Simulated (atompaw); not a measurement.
# Logarithmic derivatives: Ni, PAW (atompaw)

Ni, PAW, made with atompaw 4.2.0.5 (PBE, scalar-relativistic). Core [Ne] 3s2, reference 3p6 3d8 4s2 4p0. Waves: 4s (bound): rc 1.90 bohr; 4s channel at -0.1 Ry: rc 1.90 bohr; 3p (bound): rc 1.20 bohr; 4p (bound, empty): rc 1.45 bohr; 3d (bound): rc 1.90 bohr; 3d channel at 1.8 Ry: rc 1.90 bohr. Local part: bessel scheme, radius 1.45 bohr. Core correction: smooth core density matched at 1.85 bohr. Augmentation charge: besselshape compensation charge, radius 1.60 bohr; PAW radius 1.90 bohr; waves and projectors: custom rrkj gramschmidtortho.

The phase is arctan(r·u′/u) with u = r·R(r), unwrapped; energies in Ry, scanned from -7 to 5 Ry. A pole is an energy at which the radial function vanishes at the test radius. The pseudo phase is shifted by a multiple of π to meet the all-electron one at the reference energy, and phase errors are pseudo minus all-electron; the curves can meet again beyond the range given. Levels narrower than the energy grid can be missing from the lists of poles.

Task: For each channel, where are the poles, and over which energies does the pseudopotential scatter like the atom?

Result:

```json
{"channel": "s", "radius (bohr)": "1.91", "reference energy (Ry)": "-0.41", "poles, all-electron": "4.80", "poles, pseudo": "2.69", "unbroken range about the reference energy with phases within 0.05 rad": "below 2.5", "phase error 1 Ry above the reference energy (rad)": "-0.000"}
{"channel": "p", "radius (bohr)": "1.91", "reference energy (Ry)": "-0.09", "poles, all-electron": "-5.15", "poles, pseudo": "-5.15", "unbroken range about the reference energy with phases within 0.05 rad": "the whole range", "phase error 1 Ry above the reference energy (rad)": "+0.000"}
{"channel": "d", "radius (bohr)": "1.91", "reference energy (Ry)": "-0.65", "poles, all-electron": "-0.28", "poles, pseudo": "-0.28", "unbroken range about the reference energy with phases within 0.05 rad": "below 3.2", "phase error 1 Ry above the reference energy (rad)": "+0.002"}
```

Phases in the p channel:

```json
{"E (Ry)": "-7.00", "all-electron": "1.345", "pseudo": "1.345"}
{"E (Ry)": "-6.76", "all-electron": "1.336", "pseudo": "1.337"}
{"E (Ry)": "-6.52", "all-electron": "1.326", "pseudo": "1.327"}
{"E (Ry)": "-6.28", "all-electron": "1.313", "pseudo": "1.313"}
{"E (Ry)": "-6.04", "all-electron": "1.293", "pseudo": "1.293"}
{"E (Ry)": "-5.80", "all-electron": "1.257", "pseudo": "1.257"}
{"E (Ry)": "-5.56", "all-electron": "1.154", "pseudo": "1.155"}
{"E (Ry)": "-5.32", "all-electron": "-0.515", "pseudo": "-0.515"}
{"E (Ry)": "-5.08", "all-electron": "-1.633", "pseudo": "-1.633"}
{"E (Ry)": "-4.84", "all-electron": "-1.722", "pseudo": "-1.722"}
{"E (Ry)": "-4.60", "all-electron": "-1.758", "pseudo": "-1.758"}
{"E (Ry)": "-4.36", "all-electron": "-1.779", "pseudo": "-1.779"}
{"E (Ry)": "-4.12", "all-electron": "-1.795", "pseudo": "-1.795"}
{"E (Ry)": "-3.88", "all-electron": "-1.809", "pseudo": "-1.809"}
{"E (Ry)": "-3.64", "all-electron": "-1.822", "pseudo": "-1.822"}
{"E (Ry)": "-3.40", "all-electron": "-1.834", "pseudo": "-1.834"}
{"E (Ry)": "-3.16", "all-electron": "-1.847", "pseudo": "-1.847"}
{"E (Ry)": "-2.92", "all-electron": "-1.860", "pseudo": "-1.860"}
{"E (Ry)": "-2.68", "all-electron": "-1.874", "pseudo": "-1.874"}
{"E (Ry)": "-2.44", "all-electron": "-1.889", "pseudo": "-1.889"}
{"E (Ry)": "-2.20", "all-electron": "-1.906", "pseudo": "-1.906"}
{"E (Ry)": "-1.96", "all-electron": "-1.925", "pseudo": "-1.925"}
{"E (Ry)": "-1.72", "all-electron": "-1.946", "pseudo": "-1.946"}
{"E (Ry)": "-1.48", "all-electron": "-1.969", "pseudo": "-1.969"}
{"E (Ry)": "-1.24", "all-electron": "-1.997", "pseudo": "-1.997"}
{"E (Ry)": "-1.00", "all-electron": "-2.029", "pseudo": "-2.029"}
{"E (Ry)": "-0.76", "all-electron": "-2.068", "pseudo": "-2.068"}
{"E (Ry)": "-0.52", "all-electron": "-2.114", "pseudo": "-2.114"}
{"E (Ry)": "-0.28", "all-electron": "-2.171", "pseudo": "-2.171"}
{"E (Ry)": "-0.04", "all-electron": "-2.243", "pseudo": "-2.243"}
{"E (Ry)": "0.20", "all-electron": "-2.336", "pseudo": "-2.336"}
{"E (Ry)": "0.44", "all-electron": "-2.456", "pseudo": "-2.456"}
{"E (Ry)": "0.68", "all-electron": "-2.616", "pseudo": "-2.616"}
{"E (Ry)": "0.92", "all-electron": "-2.823", "pseudo": "-2.823"}
{"E (Ry)": "1.16", "all-electron": "-3.079", "pseudo": "-3.079"}
{"E (Ry)": "1.40", "all-electron": "-3.361", "pseudo": "-3.361"}
{"E (Ry)": "1.64", "all-electron": "-3.629", "pseudo": "-3.628"}
{"E (Ry)": "1.88", "all-electron": "-3.853", "pseudo": "-3.852"}
{"E (Ry)": "2.12", "all-electron": "-4.026", "pseudo": "-4.026"}
{"E (Ry)": "2.36", "all-electron": "-4.158", "pseudo": "-4.158"}
{"E (Ry)": "2.60", "all-electron": "-4.259", "pseudo": "-4.258"}
{"E (Ry)": "2.84", "all-electron": "-4.337", "pseudo": "-4.336"}
{"E (Ry)": "3.08", "all-electron": "-4.399", "pseudo": "-4.398"}
{"E (Ry)": "3.32", "all-electron": "-4.448", "pseudo": "-4.448"}
{"E (Ry)": "3.56", "all-electron": "-4.490", "pseudo": "-4.489"}
{"E (Ry)": "3.80", "all-electron": "-4.524", "pseudo": "-4.524"}
{"E (Ry)": "4.04", "all-electron": "-4.554", "pseudo": "-4.553"}
{"E (Ry)": "4.28", "all-electron": "-4.579", "pseudo": "-4.579"}
{"E (Ry)": "4.52", "all-electron": "-4.602", "pseudo": "-4.601"}
{"E (Ry)": "4.76", "all-electron": "-4.622", "pseudo": "-4.621"}
{"E (Ry)": "5.00", "all-electron": "-4.639", "pseudo": "-4.639"}
```
